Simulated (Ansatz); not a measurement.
Coupled-cluster run, BrH3OSSi, SMILES `O[SiH](S)Br`.

```yaml
crystal:
  periodic: [false, false, false]
  atoms:
    - {symbol: O, position_ang: [0.036737, 1.647764, -0.362105]}
    - {symbol: Si, position_ang: [0.189629, 0.185490, 0.338029]}
    - {symbol: S, position_ang: [0.702435, -1.232652, -1.162080]}
    - {symbol: Br, position_ang: [-1.683718, -0.475636, 1.337252]}
    - {symbol: H, position_ang: [-0.574775, 1.733131, -1.096793]}
    - {symbol: H, position_ang: [1.207194, 0.346536, 1.389357]}
    - {symbol: H, position_ang: [0.183797, -2.272632, -0.489261]}
basis:
  gaussian: {orbitals: def2-SVP}
correlation: {method: ccsd_t}
```

```sh
$ ansatz run in.yaml --threads 4 --pin off --events-out ev --progress --plain --max-ram 10444MiB
```

The program prints (abridged):

```
Functional definition: HF
915 factors; integrals over basis functions are off by at most 1.2e-3 eV
mean field evaluation 1: about -90748.0374 eV, gradient 3.3e1 eV
mean field evaluation 2: about -90748.0505 eV, gradient 3.3e1 eV
mean field evaluation 4: about -90750.5734 eV, gradient 2.6e0 eV
mean field evaluation 8: about -90750.6024 eV, gradient 1.9e-4 eV
mean field -90750.60239581 eV, -3335.0231250785 hartree, gradient 3.5e-6 eV, S^2 0.000000; 0 other end points of the search recorded, 0 dependent functions left out
20 core orbitals not correlated: weight in the atoms' cores, before any rotation towards them, 1.000 or more for the frozen orbitals, at most 0.000 for the correlated occupied ones
reference -90750.60239581 eV, -3335.0231250785 hartree; 18, 18 occupied and 59, 59 virtual orbitals, 915 factors
second order -17.46444998 eV of doubles, -0.00000000 eV of singles
cycle   1  -17.85441981 eV  change   -3.9e-1 eV  update   8.5e-2
cycle   2  -18.24725236 eV  change   -3.9e-1 eV  update   2.4e-2
cycle   3  -18.31920781 eV  change   -7.2e-2 eV  update   1.2e-2
cycle   4  -18.31242678 eV  change    6.8e-3 eV  update   2.4e-3
cycle   5  -18.31240751 eV  change    1.9e-5 eV  update   1.0e-3
cycle   6  -18.31251998 eV  change   -1.1e-4 eV  update   3.2e-4
cycle   7  -18.31228176 eV  change    2.4e-4 eV  update   1.0e-4
cycle   8  -18.31227697 eV  change    4.8e-6 eV  update   3.1e-5
perturbative correction -0.43189399 eV, -0.0158718115 hartree
Total energy: -90769.34656677 eV, -3335.7119606560 hartree
```

Hardware: 4 threads of an Arm Neoverse V2 on a shared host. Wall time 2.6 s, peak host memory 0.4 GiB.

Correlation energy per correlated electron: -0.521 eV. T1 diagnostic: 0.0090.
